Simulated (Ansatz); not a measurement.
`[F][GaH][GaH2]` + `N=CO` → `O/C=[N]/[GaH2]` + `[F][GaH2]` at 700 K and 1 bar (cleavage of the Ga–Ga bond).

Computed with Ansatz on PBE0-D4/def2-TZVP structures; ΔE is electronic, products minus reactants. CCSD(T)/CBS is the MP2 limit (def2-TZVPP, def2-QZVPP) plus CCSD(T) − MP2 in def2-TZVPP, frozen cores. This one scheme is used for every species. For Ga outer-core shells are correlated without core-valence functions, which leaves a few kJ/mol of doubt a bond. Scalar relativity is left out up to krypton. One conformer a species, not always the lowest.

```
         species  CCSD(T)/CBS energy (Eh)  H − E (kJ/mol)  S (J/(mol·K))
`[F][GaH][GaH2]`              -3949.49740           116.1          419.4
          `N=CO`               -169.71775           160.4          306.3
`O/C=[N]/[GaH2]`              -2094.25715           192.0          415.1
     `[F][GaH2]`              -2024.95631            74.9          302.8
```

H − E and S are ideal-gas, rigid-rotor, harmonic terms from PBE0-D4/def2-TZVP, for one conformer and one mirror image of each species. 1 Eh = 2625.50 kJ/mol, R = 8.31446 J/(mol·K).

**Question.** By hand: ΔE, ΔH, ΔS and ΔG.

**Answer.** ΔE = (-2094.25715) + (-2024.95631) − (-3949.49740) − (-169.71775) = 0.00169 Eh = 4.4 kJ/mol. Δ(H − E) = 192.0 + 74.9 − 116.1 − 160.4 = -9.6, so ΔH = -5.2 kJ/mol. ΔS = 415.1 + 302.8 − 419.4 − 306.3 = -7.8 J/(mol·K). ΔG = -5.2 − 700 × (-7.8)/1000 = 0.3 kJ/mol.

**Question.** By hand: the equilibrium constant, and the temperature at which ΔG would vanish if ΔH and ΔS stayed fixed.

**Answer.** log₁₀ K = −ΔG/(RT ln 10) = 0.0. ΔG = 0 at ΔH/ΔS = 667 K, though so small a ΔH makes that figure unsure.

TΔS isn't small against ΔH here. The sign of ΔG lies within the doubt. A doubt of 5 kJ/mol in ΔE shifts log₁₀ K by 0.4 here. Other conformers and mirror images would add mixing entropy, several J/(mol·K) or more a flexible species. These are equilibria of isolated gas molecules and say nothing of rates. Largest T1 diagnostic: 0.016 (customary marks: 0.02 for closed shells, 0.045 for open ones).
